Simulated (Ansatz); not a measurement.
Steps of a relaxation of H3NbO4, SMILES `[O]=[Nb]([OH])([OH])[OH]` with RKS PBE0-D4/def2-TZVP.

```sh
$ ansatz run in.yaml --threads 4 --pin off --events-out ev --progress --plain --max-ram 10444MiB
```

```yaml
crystal:
  periodic: [false, false, false]
  atoms:
    - {symbol: O, position_ang: [-1.488454, 0.239404, 0.914528]}
    - {symbol: Nb, position_ang: [-0.039848, -0.000574, 0.019214]}
    - {symbol: O, position_ang: [1.458052, 0.335867, 1.164940]}
    - {symbol: O, position_ang: [-0.012660, 1.211888, -1.463523]}
    - {symbol: O, position_ang: [0.015174, -1.808131, -0.611585]}
    - {symbol: H, position_ang: [1.457608, 0.599525, 2.101391]}
    - {symbol: H, position_ang: [-0.668108, 1.887967, -1.708414]}
    - {symbol: H, position_ang: [-0.629665, -2.523146, -0.472350]}
basis:
  gaussian: {orbitals: def2-TZVP}
hamiltonian: {xc: pbe0, dispersion: d4}
relax: {f_tol: 0.005, max_steps: 150}
```

Positions (Å) and forces (eV/Å) along the path, 6 of 6 steps:

```xyz
8
step=1 energy=-9788.5827 eV
O    -1.488    0.239    0.915    1.044   -0.174   -0.648
Nb   -0.040   -0.001    0.019   -0.725    0.125    0.463
O     1.458    0.336    1.165   -0.322    0.116    0.422
O    -0.013    1.212   -1.464   -0.478    0.231    0.144
O     0.015   -1.808   -0.612   -0.474   -0.129    0.234
H     1.458    0.600    2.101   -0.029   -0.206   -0.732
H    -0.668    1.888   -1.708    0.497   -0.544    0.213
H    -0.630   -2.523   -0.472    0.486    0.581   -0.096
8
step=2 energy=-9788.6230 eV
O    -1.474    0.237    0.906    0.013   -0.002   -0.008
Nb   -0.042    0.001    0.024   -0.040    0.006    0.020
O     1.447    0.333    1.155    0.034    0.064    0.227
O    -0.010    1.200   -1.449   -0.142    0.176   -0.084
O     0.017   -1.789   -0.606   -0.137   -0.197    0.016
H     1.444    0.593    2.080    0.019   -0.047   -0.167
H    -0.664    1.861   -1.693    0.129   -0.121    0.031
H    -0.625   -2.492   -0.473    0.125    0.120   -0.034
8
step=3 energy=-9788.6244 eV
O    -1.474    0.237    0.906    0.013   -0.003   -0.009
Nb   -0.042    0.001    0.024    0.005    0.000   -0.002
O     1.448    0.334    1.159   -0.015    0.002    0.007
O    -0.012    1.203   -1.449   -0.013    0.004    0.011
O     0.015   -1.792   -0.606   -0.012    0.002    0.009
H     1.446    0.593    2.081    0.013    0.001    0.002
H    -0.664    1.859   -1.697    0.005    0.003   -0.011
H    -0.626   -2.492   -0.475    0.004   -0.007   -0.006
8
step=4 energy=-9788.6245 eV
O    -1.473    0.237    0.906    0.002   -0.001   -0.002
Nb   -0.041    0.001    0.025    0.012   -0.002   -0.007
O     1.447    0.334    1.160   -0.016   -0.002   -0.005
O    -0.012    1.204   -1.448   -0.004   -0.006    0.014
O     0.014   -1.792   -0.605   -0.003    0.012    0.007
H     1.449    0.594    2.082    0.010    0.002    0.006
H    -0.665    1.858   -1.699    0.000    0.005   -0.009
H    -0.626   -2.493   -0.477    0.000   -0.009   -0.004
8
step=5 energy=-9788.6246 eV
O    -1.475    0.237    0.906   -0.010    0.002    0.006
Nb   -0.042    0.002    0.026    0.016   -0.002   -0.008
O     1.446    0.334    1.162   -0.009   -0.002   -0.006
O    -0.013    1.205   -1.446    0.000   -0.007    0.007
O     0.013   -1.791   -0.603    0.001    0.009    0.002
H     1.454    0.594    2.084    0.003    0.000    0.001
H    -0.665    1.857   -1.705    0.001    0.002   -0.002
H    -0.626   -2.494   -0.481    0.000   -0.002    0.000
8
step=6 energy=-9788.6247 eV
O    -1.476    0.237    0.907    0.001    0.000   -0.001
Nb   -0.044    0.002    0.027   -0.002    0.000    0.001
O     1.444    0.334    1.162    0.000    0.000    0.000
O    -0.014    1.204   -1.445    0.000    0.000    0.000
O     0.013   -1.791   -0.603    0.000    0.000    0.000
H     1.457    0.594    2.084    0.000    0.000    0.000
H    -0.663    1.858   -1.706    0.000    0.000    0.000
H    -0.624   -2.495   -0.482    0.000    0.000    0.000
```

Run time 17 s (4 threads of an Arm Neoverse V2 on a shared host); peak host memory 0.41 GiB.
